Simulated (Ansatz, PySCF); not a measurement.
Sn(Cl)3(OSiH3) (Cl₃H₃OSiSn), SMILES [Cl][Sn]([Cl])([O][SiH3])[Cl]. Atoms are numbered in the order given.

```xyz
9

Si    -2.9138     0.2934    -0.8073
O     -1.5604     0.7869     0.0533
Sn     0.2387     0.0487     0.2534
Cl     0.3564    -1.9098    -1.0227
Cl     1.7922     1.6118    -0.5092
Cl     0.6212    -0.4232     2.5048
H     -3.3608    -1.0555    -0.3560
H     -2.6174     0.2392    -2.2675
H     -3.9797     1.2954    -0.5432
```

Geometry: B3LYP-D3(BJ)/def2-SVP. The def2 effective core potentials stand for the cores of Sn; spin–orbit coupling is left out. One conformer was computed; it need not be the lowest.

Two levels are set side by side: PBE-D3(BJ)/def2-SVP (Ansatz, an electronic-structure program) and B3LYP-D3(BJ)/def2-SVP (Ansatz). Each level has its own optimised geometry; the coordinates shown are those of the second. Frequencies come from the Hessian of PySCF at each geometry. Differences are taken from unrounded values.

| quantity | B3LYP-D3(BJ) |
|---|---|
| mean bond length (Å) | 1.888 |
| bond Si1–O2 (Å) | 1.678 |
| bond O2–Sn3 (Å) | 1.955 |
| bond Sn3–Cl4 (Å) | 2.341 |
| bond Sn3–Cl5 (Å) | 2.332 |
| bond Sn3–Cl6 (Å) | 2.332 |
| bond Si1–H7 (Å) | 1.491 |
| bond Si1–H8 (Å) | 1.491 |
| bond Si1–H9 (Å) | 1.487 |
| highest harmonic wavenumber (cm⁻¹) | 2251 |
| mean harmonic wavenumber (cm⁻¹) | 688 |
| zero-point energy (kcal/mol) | 20.65 |

### Question
What does PBE-D3(BJ) give, and how far is it from B3LYP-D3(BJ)? (Estimate from the structure and the level; the computed values follow.)

### Answer

```
quantity                            PBE-D3(BJ)  PBE-D3(BJ) minus B3LYP-D3(BJ)
----------------------------------  ----------  -----------------------------
mean bond length (Å)                     1.901                          0.013
bond Si1–O2 (Å)                          1.696                          0.017
bond O2–Sn3 (Å)                          1.976                          0.021
bond Sn3–Cl4 (Å)                         2.350                          0.009
bond Sn3–Cl5 (Å)                         2.340                          0.008
bond Sn3–Cl6 (Å)                         2.340                          0.008
bond Si1–H7 (Å)                          1.504                          0.013
bond Si1–H8 (Å)                          1.504                          0.013
bond Si1–H9 (Å)                          1.500                          0.013
highest harmonic wavenumber (cm⁻¹)        2193                            -58
mean harmonic wavenumber (cm⁻¹)            665                            -23
zero-point energy (kcal/mol)             19.95                          -0.70
```

GGA bonds tend to be longer and softer than those of functionals with exact exchange. Differences between two approximate levels are no errors against the true value.
